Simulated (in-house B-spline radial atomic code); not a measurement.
A run on neutral cobalt (an excited or competing configuration) that did not converge. Method: non-relativistic wB97X, spin-polarised, spherical fractional occupations, exact exchange averaged over the configuration, point nucleus; computed with a B-spline radial code for spherical atoms.

Command:
```bash
python run_scf.py task.json out
```
Settings:
```
Z                27
configuration    [Ar] 3d6 4s2 5f1
hamiltonian      nr
method           wb97x
spin_polarised   True
exact_exchange   averaged over the configuration
```

First and last ten iterations of the last attempt (damped for 15 steps, keeping 80 % of the old Fock matrix, then DIIS):
```
 iter        energy (Eh)    residual
    1       -1378.383026    3.62e-01
    2       -1379.583635    3.28e-01
    3       -1381.053367    2.09e-01
    4       -1381.755986    1.33e-01
    5       -1382.071347    8.37e-02
    6       -1382.204345    5.10e-02
    7       -1382.258548    3.04e-02
    8       -1382.279382    1.77e-02
    9       -1382.287752    1.08e-02
   10       -1382.290558    7.44e-03
  111       -1382.293290    8.94e-04
  112       -1382.293476    1.00e-03
  113       -1382.293254    9.80e-04
  114       -1382.293148    9.75e-04
  115       -1382.293153    9.38e-04
  116       -1382.293494    9.03e-04
  117       -1382.293604    1.31e-03
  118       -1382.293449    1.13e-03
  119       -1382.293522    1.53e-03
  120       -1382.293616    6.28e-04
 not converged after 120 iterations
```

The smallest residual met was 4.5e-04; the threshold is about 3e-07. No energy from this run should be used. Cost of the run: 23 s on 1 thread of Arm Neoverse N1 (shared host).
